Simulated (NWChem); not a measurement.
All runs are NWChem calculations. System: F2Sn, charge 0, spin multiplicity 1, at a geometry optimised with B3LYP/def2-SVP with def2 effective core potentials on Sn. The structure started from a generated list of species. Level: PBE0/def2-SVP with def2 effective core potentials on Sn.

Output (cleaned and shortened):

```
             Northwest Computational Chemistry Package (NWChem) 7.3.0
             --------------------------------------------------------

                                NWChem Input Module
                                -------------------

 Scaling coordinates for geometry "geometry" by  1.889725989
 (inverse scale =  0.529177249)

                             Geometry "geometry" -> ""
                             -------------------------

 Output coordinates in angstroms (scale by  1.889725989 to convert to a.u.)

  No.       Tag          Charge          X              Y              Z
 ---- ---------------- ---------- -------------- -------------- --------------
    1 Sn                  50.0000     0.00000000     0.00000000     0.34618100
    2 F                    9.0000     1.45959100     0.00000000    -0.96161400
    3 F                    9.0000    -1.45959100     0.00000000    -0.96161400

 Effective nuclear repulsion energy (a.u.)     257.7003022851

            Nuclear Dipole moment (a.u.)
            ----------------------------
        X                 Y               Z
 ---------------- ---------------- ----------------
     0.0000000000     0.0000000000    -0.0000037795


 Summary of "ao basis" -> "" (spherical)
 ------------------------------------------------------------------------------
       Tag                 Description            Shells   Functions and Types
 ---------------- ------------------------------  ------  ---------------------
 *                          def2-svp                  on all atoms

                                 NWChem DFT Module
                                 -----------------

 Summary of "ao basis" -> "ao basis" (spherical)
 ------------------------------------------------------------------------------
       Tag                 Description            Shells   Functions and Types
 ---------------- ------------------------------  ------  ---------------------
 Sn                         def2-svp                10       26   4s4p2d
 F                          def2-svp                 6       14   3s2p1d

 Summary of "ao basis" -> "ao basis" (spherical)
 ------------------------------------------------------------------------------
       Tag                 Description            Shells   Functions and Types
 ---------------- ------------------------------  ------  ---------------------
 Sn                         def2-svp                10       26   4s4p2d
[...]
    17      0.080442  1 Sn d -2              22     -0.068263  1 Sn d -2

 Vector   19  Occ=2.000000D+00  E=-3.679475D-01
              MO Center= -7.2D-05, -1.4D-09, -9.3D-01, r^2= 2.7D+00
   Bfn.  Coefficient  Atom+Function         Bfn.  Coefficient  Atom+Function
  ----- ------------  ---------------      ----- ------------  ---------------
    30      0.411616  2 F  px                44      0.411634  3 F  px
    33     -0.299426  2 F  px                47     -0.299439  3 F  px
    32      0.226302  2 F  pz                46     -0.226316  3 F  pz
    35     -0.162429  2 F  pz                49      0.162439  3 F  pz
    14     -0.082255  1 Sn px                20     -0.066189  1 Sn d  1

 Vector   20  Occ=2.000000D+00  E=-3.134709D-01
              MO Center= -5.5D-06, -2.2D-08,  1.8D-01, r^2= 3.1D+00
   Bfn.  Coefficient  Atom+Function         Bfn.  Coefficient  Atom+Function
  ----- ------------  ---------------      ----- ------------  ---------------
     3      0.500112  1 Sn s                  4      0.359581  1 Sn s
    13      0.302479  1 Sn pz                32      0.299472  2 F  pz
    46      0.299475  3 F  pz                35     -0.224548  2 F  pz
    49     -0.224550  3 F  pz                 2     -0.214319  1 Sn s
     1     -0.179712  1 Sn s                 30     -0.129274  2 F  px

 Vector   21  Occ=0.000000D+00  E=-9.872828D-02
              MO Center= -2.0D-07, -2.0D-08,  3.5D-01, r^2= 3.3D+00
   Bfn.  Coefficient  Atom+Function         Bfn.  Coefficient  Atom+Function
  ----- ------------  ---------------      ----- ------------  ---------------
    12      0.571803  1 Sn py                15      0.554910  1 Sn py
     9     -0.176100  1 Sn py                31      0.172170  2 F  py
    45      0.172171  3 F  py                 6     -0.164367  1 Sn py
    34     -0.152034  2 F  py                48     -0.152034  3 F  py
    23      0.062865  1 Sn d -1              18     -0.043210  1 Sn d -1

 Vector   22  Occ=0.000000D+00  E=-1.611397D-02
              MO Center= -5.6D-08, -1.9D-08,  5.7D-01, r^2= 4.0D+00
   Bfn.  Coefficient  Atom+Function         Bfn.  Coefficient  Atom+Function
  ----- ------------  ---------------      ----- ------------  ---------------
    14      0.786588  1 Sn px                11      0.416405  1 Sn px
    29     -0.222504  2 F  s                 43      0.222503  3 F  s
    32      0.169580  2 F  pz                46     -0.169580  3 F  pz
    25     -0.149250  1 Sn d  1              35     -0.147292  2 F  pz
    49      0.147292  3 F  pz                 8     -0.141597  1 Sn px

 Vector   23  Occ=0.000000D+00  E= 8.718324D-03
              MO Center= -2.3D-07,  3.6D-09,  1.9D-01, r^2= 4.1D+00
   Bfn.  Coefficient  Atom+Function         Bfn.  Coefficient  Atom+Function
  ----- ------------  ---------------      ----- ------------  ---------------
    16      0.806001  1 Sn pz                 3     -0.433380  1 Sn s
    13      0.346533  1 Sn pz                29      0.261208  2 F  s
    43      0.261209  3 F  s                 30      0.194958  2 F  px
    44     -0.194958  3 F  px                33     -0.181420  2 F  px
    47      0.181420  3 F  px                 2      0.145656  1 Sn s

 center of mass
 --------------
 x =   0.00000000 y =   0.00000000 z =   0.05184500

 moments of inertia (a.u.)
 ------------------
         175.510159153014           0.000000000000           0.000000000000
           0.000000000000         464.582838630984           0.000000000000
           0.000000000000           0.000000000000         289.072679477970

     Multipole analysis of the density
     ---------------------------------

     L   x y z        total         alpha         beta         nuclear
     -   - - -        -----         -----         ----         -------
     0   0 0 0     -0.000000    -20.000000    -20.000000     40.000000

     1   1 0 0     -0.000007     -0.000004     -0.000004      0.000000
     1   0 1 0      0.000000      0.000000      0.000000      0.000000
     1   0 0 1      1.444723      9.880985      9.880985    -18.317246

     2   2 0 0    -28.983271    -82.961983    -82.961983    136.940696
     2   1 1 0      0.000000      0.000000      0.000000      0.000000
     2   1 0 1      0.000011      0.000006      0.000006      0.000000
     2   0 2 0    -21.650174    -10.825087    -10.825087      0.000000
     2   0 1 1      0.000000      0.000000      0.000000      0.000000
     2   0 0 2    -26.505799    -47.679986    -47.679986     68.854173

 Task  times  cpu:        1.4s     wall:        1.4s

 Total times  cpu:        1.5s     wall:        1.5s
```

**Question.** Write an NWChem input that would produce this output.

**Answer.** One answer among several that fit: 
```
start mol
memory heap 200 mb stack 900 mb global 1100 mb
geometry units angstroms nocenter noautoz noautosym
  Sn     0.000000     0.000000     0.346181
  F      1.459591     0.000000    -0.961614
  F     -1.459591     0.000000    -0.961614
end
basis spherical
  * library def2-svp
end
ecp
  Sn library def2-ecp
end
dft
  xc pbe0
  semidirect memsize 60000000 filesize 0
  iterations 100
end
task dft energy
```
